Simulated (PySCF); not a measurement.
A run for PySCF: D3(BJ) and D4 dispersion corrections on AlH3S (SMILES [AlH2][SH]), a point of a torsion scan.

```python
from pyscf import gto
from pyscf.dispersion import dftd3, dftd4

mol = gto.M(
    atom='''
    Al   -0.60985356   -0.05634356    0.07079596
    S     1.45604378   -0.61682702    0.49466789
    H    -1.73209331   -1.06438782   -0.22126735
    H    -0.98188093    1.43641305    0.07079840
    H     1.87488936    0.52973711   -0.04356370
    ''',
    basis='def2-svp',
    charge=0, spin=0, verbose=0, max_memory=1800)
d3, d4 = {}, {}
for xc in ['hf', 'pbe', 'blyp', 'revpbe', 'tpss', 'r2scan', 'b3lyp', 'pbe0', 'bhlyp', 'camb3lyp', 'b2plyp']:
    d3[xc] = float(dftd3.DFTD3Dispersion(mol, xc=xc, version='d3bj', atm=False).get_dispersion()['energy'])
    print(f'D3(BJ) {xc:10s} {d3[xc]:14.8f} Eh')
for xc in ['hf', 'pbe', 'blyp', 'revpbe', 'tpss', 'r2scan', 'b3lyp', 'pbe0', 'bhlyp', 'camb3lyp', 'b2plyp']:
    d4[xc] = float(dftd4.DFTD4Dispersion(mol, xc={'camb3lyp': 'cam-b3lyp'}.get(xc, xc), atm=True).get_dispersion()['energy'])
    print(f'D4     {xc:10s} {d4[xc]:14.8f} Eh')
```

Output:

```
D3(BJ) hf            -0.02610884 Eh
D3(BJ) pbe           -0.00275546 Eh
D3(BJ) blyp          -0.00636382 Eh
D3(BJ) revpbe        -0.00659708 Eh
D3(BJ) tpss          -0.00359186 Eh
D3(BJ) r2scan        -0.00072884 Eh
D3(BJ) b3lyp         -0.00531920 Eh
D3(BJ) pbe0          -0.00250083 Eh
D3(BJ) bhlyp         -0.00467980 Eh
D3(BJ) camb3lyp      -0.00247601 Eh
D3(BJ) b2plyp        -0.00273114 Eh
D4     hf            -0.00910510 Eh
D4     pbe           -0.00266167 Eh
D4     blyp          -0.00579902 Eh
D4     revpbe        -0.00724807 Eh
D4     tpss          -0.00356521 Eh
D4     r2scan        -0.00057979 Eh
D4     b3lyp         -0.00436910 Eh
D4     pbe0          -0.00223671 Eh
D4     bhlyp         -0.00376303 Eh
D4     camb3lyp      -0.00229944 Eh
D4     b2plyp        -0.00182405 Eh
```

The run finished.

Cost: roughly 0.03 core-seconds.
